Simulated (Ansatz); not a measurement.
`F[SiH]([SiH3])P` + H₂O → `O[SiH]([SiH3])P` + H–F  (formal hydrolysis of the Si–F bond)

Calculated with Ansatz (gas phase, PBE0-D4/def2-TZVP geometries, no zero-point term in ΔE). CCSD(T)/CBS adds triple-zeta CCSD(T) − MP2 to the extrapolated MP2 energy (def2 sets, frozen cores). This one scheme is used for every species. One conformer a species, not always the lowest.

`F[SiH]([SiH3])P`:

```xyz
10

F    -0.724    1.925   -1.161
Si   -0.112    1.035    0.032
Si   -1.164   -1.055    0.037
P     2.118    0.925   -0.257
H    -0.343    1.771    1.305
H    -0.613   -1.842    1.173
H    -2.639   -0.943    0.193
H    -0.858   -1.766   -1.233
H     2.075   -0.253   -1.051
H     2.259    0.203    0.961
```

H₂O:

Cartesian coordinates in Å:
```
O 0.296 0.128 0.218
H 0.038 -0.783 0.060
H -0.333 0.655 -0.278
```

`O[SiH]([SiH3])P`:

```xyz
11

O    -0.022   -0.208   -2.108
Si    0.309    0.427   -0.617
Si    0.608   -1.385    0.827
P    -1.351    1.819    0.026
H    -0.209    0.409   -2.818
H     1.529    1.289   -0.650
H     1.706   -2.287    0.385
H    -0.655   -2.164    0.921
H     0.940   -0.853    2.178
H    -2.158    0.807    0.611
H    -0.697    2.145    1.245
```

H–F:

```xyz
2

F    -0.370   -0.168   -0.216
H     0.370    0.168    0.216
```

```tsv
level	ΔE (kJ/mol)
HF/def2-QZVPP	46.7
SCS-MP2/def2-QZVPP	39.6
```

(1) What does CCSD(T)/CBS give? (Estimate.)

Largest T1 diagnostic among the species: 0.014.

## Answers

(1) Ansatz gave: +39.5 kJ/mol. The listed levels differ from it by 7.2, 0.1 kJ/mol.

In def2-TZVPP, CCSD(T) changes the Hartree–Fock value by −7.7 kJ/mol (the triples alone add −1.3 kJ/mol) and MP2 by −10.1 kJ/mol. The D4 term adds −4.0 kJ/mol with B3LYP and −2.2 kJ/mol with PBE0; it sums over pairs of atoms, weighted by their polarisabilities, and B3LYP, whose exchange is more repulsive, gets the larger term.

B3LYP here is the variant with VWN-RPA as its local correlation; programs differ in this.
